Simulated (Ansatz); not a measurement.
Input file for Ansatz (an electronic-structure program): R-RI-MP2/cc-pV(Q+d)Z on CH6OSi (SMILES C[SiH2]O), a point of a torsion scan. Files ending in .json are basis or fitting sets from the Basis Set Exchange.

Ansatz 0.2 input:
```yaml
crystal:
  periodic: [false, false, false]
  atoms:
    - {symbol: C, position_ang: [-1.20582648, 0.29538921, 0.05327714]}
    - {symbol: Si, position_ang: [0.52127761, -0.45905939, -0.16252048]}
    - {symbol: O, position_ang: [1.66678086, 0.65018850, 0.17637263]}
    - {symbol: H, position_ang: [-1.97829862, -0.39038662, -0.28026790]}
    - {symbol: H, position_ang: [-1.30598813, 1.20947358, -0.52557355]}
    - {symbol: H, position_ang: [-1.41559148, 0.54322665, 1.09108796]}
    - {symbol: H, position_ang: [0.67226811, -1.62225897, 0.71865826]}
    - {symbol: H, position_ang: [0.77568194, -0.79379075, -1.55997244]}
    - {symbol: H, position_ang: [2.12424570, 0.68450769, 1.01003431]}
basis:
  gaussian:
    orbitals: cc-pV_Q+d_Z.json
    fitting: {mean_field: def2-universal-JKFIT, correlation: cc-pVQZ-RIFIT.json}
magnetization: {spin_polarized: false}
correlation: {method: mp2, electrons: outside_noble_gas}
scf: {lower_state_search: off}
```

Program output:

```
WARN ansatz: RAYON_NUM_THREADS=2 ignored (pool sized by the plan → 2); use --threads N
Functional definition: HF
these checks for a lower state are left out or cut short: stability, starts, cluster_reference, orbital_swaps, neighbouring_geometries, increment
integrals: 0.42 GiB planned
388 factors; integrals over basis functions are off by at most 5.8e0 eV
mean field: 0.69 GiB planned
mean field evaluation 1: about -11024.8966 eV, gradient 4.2e1 eV
mean field evaluation 2: about -11027.4654 eV, gradient 2.4e1 eV
mean field evaluation 4: about -11028.4517 eV, gradient 1.1e0 eV
mean field -11028.45534639 eV, -405.2882586243 hartree, gradient 1.9e-6 eV, S^2 0.000000; 0 other end points of the search recorded, 0 dependent functions left out
7 core orbitals not correlated
752 factors; their error is unknown
reference -11028.45534639 eV, -405.2882586243 hartree; 10, 10 occupied and 337, 337 virtual orbitals, 752 factors
second order -16.09769939 eV of doubles, -0.00000000 eV of singles
Total energy: -11044.55304578 eV, -405.8798381656 hartree
Checks for a lower state left out: stability, starts, cluster_reference, orbital_swaps, neighbouring_geometries, increment
```

The calculation finished and met its thresholds.

Cost: around 4 core-seconds (rough).
